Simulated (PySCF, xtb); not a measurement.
InF₂Cl, SMILES [F][In]([F])[Cl].

xtb 6.7.1 with GFN2-xTB at its own geometry gives an orbital gap of 2.75 eV and a dipole moment of 3.46 D.

Coordinates come from a B3LYP-D3(BJ)/def2-SVP optimisation. The def2 effective core potentials stand for the cores of In; spin–orbit coupling is left out.

What does PBE/def2-TZVPD run with PySCF give? (An estimate is asked for; the answer gives what the named calculation found.)

gap 3.98 eV (levels -8.42 and -4.44 eV), dipole 0.97 D.
